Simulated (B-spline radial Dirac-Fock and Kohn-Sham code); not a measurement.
## Relativistic shifts of the levels of Yb⁴²⁺

System: Yb⁴²⁺, configuration [Ar] 3d10.

Both columns are ΔSCF binding energies of the configuration average from a radial B-spline solver: non-relativistic Hartree-Fock with a point nucleus, and Dirac-Fock with a finite nucleus and the Coulomb interaction alone, averaged over the two j levels with weights 2j+1.

```
shell  Hartree-Fock (eV)  Dirac-Fock (eV)  shift (eV)  shift (%)
   1s            59222.7          63682.8    +4460.14      +7.53
   2s            11351.2          12542.2    +1190.99     +10.49
   2p            10927.0          11334.4     +407.32      +3.73
   3s             3995.2           4309.3     +314.11      +7.86
   3p             3805.1           3933.1     +128.03      +3.36
   3d             3462.9           3465.9       +3.03      +0.09
```

Relativity binds 1s, 2s, 2p, 3s, 3p, 3d more strongly, among those listed most of all 2s in relative terms.

Values without a named source are computed, but for edge energies of neutral atoms, which are taken from tables.
